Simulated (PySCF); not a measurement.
Al(H)2(Me) (CH5Al), SMILES [CH3][AlH2].

Geometry: PBE0-D3(BJ)/def2-TZVP.

These are TDDFT-CAM-B3LYP/def2-TZVPD (PySCF) values and carry that method's errors.

Vertical excitations. The molecule is in vacuum.

Problem. Give excitation energies, oscillator strengths and character. (An estimate is asked for; the answer gives what the named calculation found.)

Solution. 
```
state  energy (eV)  λ (nm)      f                                                                     main pairs
-----  -----------  ------  -----  -----------------------------------------------------------------------------
S1            5.38     231  0.003                                                                 HOMO→LUMO 98 %
S2            5.50     226  0.000                                                               HOMO−1→LUMO 99 %
S3            7.19     172  0.134                                                               HOMO→LUMO+1 89 %
S4            7.62     163  0.009                                                             HOMO−1→LUMO+1 79 %
S5            8.04     154  0.112                                         HOMO−1→LUMO+2 76 %, HOMO−1→LUMO+1 13 %
S6            8.12     153  0.013                                                               HOMO→LUMO+3 90 %
S7            8.30     149  0.246                                                               HOMO→LUMO+2 85 %
S8            8.38     148  0.181                                           HOMO−1→LUMO+3 72 %, HOMO→LUMO+5 12 %
S9            8.72     142  0.018                                                               HOMO→LUMO+4 87 %
S10           8.91     139  0.001                                                               HOMO−3→LUMO 94 %
T1            5.00     248      0                                                               HOMO−1→LUMO 94 %
T2            5.03     246      0                                                                 HOMO→LUMO 94 %
T3            6.67     186      0                                             HOMO→LUMO+1 69 %, HOMO→LUMO+2 16 %
T4            7.09     175      0  HOMO−1→LUMO+3 40 %, HOMO−1→LUMO+1 31 %, HOMO−1→LUMO+2 8 %, HOMO−1→LUMO+11 8 %
```
Triplets are in the Tamm–Dancoff approximation, which puts them higher than full response would, so one can lie above its singlet here.
